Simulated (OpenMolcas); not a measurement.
**Ne⁺: the spin-orbit constant, thermal populations, worked from levels**

```yaml
Program: OpenMolcas
Basis: ANO-RCC-VQZP [5s4p3d2f1g]
Scalar_Hamiltonian: DKH2, point nucleus
Active_space: 7 electrons in 9 orbitals (RAS2 2s 2p; RAS3 3d, at most 2 electrons)
State_averaging: 2S+1 = 2 odd, 3 roots; 2S+1 = 2 even, 1 root
Spin-orbit_coupling: state interaction with AMFI integrals over the reference wave functions, term energies averaged over their components
```

Methods: RASSCF; SS-RASPT2, IPEA 0.25 Eh, imaginary shift 0.1 Eh (closed shells correlated: 1s). Measured levels: NIST Handbook of Basic Atomic Spectroscopic Data.

**The spin-orbit constant.** For the Hund term ²P° of p5, E(J) = (A/2) J(J+1) + constant and ζ = -2S·A = -A. From J = 1/2 to J = 3/2 the energy changes by 1.5 A.

```
   Source  E(3/2) - E(1/2)       A    ζ
   RASSCF           -774.5  -516.3  516
SS-RASPT2           -774.5  -516.3  516
 measured           -780.3  -520.2  520
```

All in cm-1. SS-RASPT2 is off by -0.7 % and RASSCF by -0.7 %. Both methods take the spin-orbit matrix elements from the reference wave functions, so the second can move ζ only through the term energies and any multistate remixing.

**Thermal populations.** Z = Σ (2J + 1) exp(-E/kT) with k = 0.695035 cm-1/K, over the levels below. No other level of either list lies under 90000 cm-1, which is above 7 kT at each temperature.

| Level | 2J + 1 | SS-RASPT2 | measured |
| --- | --- | --- | --- |
| 2s² 2p⁵ ²P°_3/2 | 4 | 0.0 | 0.0 |
| 2s² 2p⁵ ²P°_1/2 | 2 | 774 | 780 |

| T (K) | Z, SS-RASPT2 | Z, measured levels | Ground level (%), SS-RASPT2 | Ground level (%), measured levels |
| --- | --- | --- | --- | --- |
| 5000 | 5.601 | 5.598 | 71.4 | 71.5 |
| 8000 | 5.740 | 5.738 | 69.7 | 69.7 |
| 12000 | 5.823 | 5.821 | 68.7 | 68.7 |

At 12000 K, kT = 8340 cm-1, and the computed levels give Z = 4.000 + 1.823 = 5.823.

Active for correlation alone: 3d; no level in the range computed is led by a configuration that fills it, so any true level of that kind is missing. Without dynamic correlation excited terms often stand tens of per cent too high (terms of higher spin than the ground term too low), and those without a measured partner can miss by more than the paired ones (holds for RASSCF). Computed and measured levels are paired by configuration, term and J; levels that our copy of the source lacks, or whose pairing is in doubt (as where it misses far off the trend of its configuration), stay unpaired and out of the deviations. Levels of configurations outside the active space are missing.

° marks odd parity.
